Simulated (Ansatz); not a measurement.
`C[O][GeH]([NH2])[Cl]` + `CSC(C)N` → `C[O][GeH]([Cl])[S]C` + `CC(N)N`  (formal exchange of groups at a Ge–N bond)

Computed with Ansatz on PBE0-D4/def2-TZVP structures; ΔE is electronic, products minus reactants. CBS: MP2 limit from def2 TZ/QZ plus the TZ coupled-cluster correction, frozen cores. Functionals use def2-TZVPP. B3LYP here is the variant with VWN-RPA as its local correlation; programs differ in this. For Ge outer-core shells are correlated without core-valence functions, which leaves a few kJ/mol of doubt a bond. Scalar relativity is left out up to krypton. One conformer a species, not always the lowest.

| level | ΔE (kcal/mol) | difference from CCSD(T)/CBS |
| --- | --- | --- |
| PBE-D4 | -4.5 | -1.1 |
| r2SCAN-D4 | -3.8 | -0.4 |
| PBE0-D4 | -4.6 | -1.2 |
| B3LYP-D4 | -4.3 | -0.9 |
| ωB97X-V | -3.9 | -0.5 |
| ωB97M-V | -3.9 | -0.5 |
| B2PLYP | -3.4 | 0.0 |
| PBE | -4.3 | -0.9 |
| r2SCAN | -3.7 | -0.3 |
| PBE0 | -4.3 | -0.9 |
| B3LYP | -3.9 | -0.5 |
| HF/def2-TZVPP | -4.1 | -0.7 |
| MP2/def2-TZVPP | -2.9 | 0.5 |
| SCS-MP2/def2-TZVPP | -3.0 | 0.4 |
| CCSD/def2-TZVPP | -3.6 | -0.2 |
| CCSD(T)/def2-TZVPP | -3.5 | -0.1 |
| HF/def2-QZVPP | -3.9 | -0.5 |
| MP2/def2-QZVPP | -2.7 | 0.7 |
| SCS-MP2/def2-QZVPP | -2.8 | 0.6 |
| HF/CBS(def2) | -3.9 | -0.5 |
| MP2/CBS(def2) | -2.8 | 0.6 |
| CCSD/CBS(def2) | -3.5 | -0.1 |
| CCSD(T)/CBS | -3.4 | 0 |

Largest T1 diagnostic among the species: 0.011.
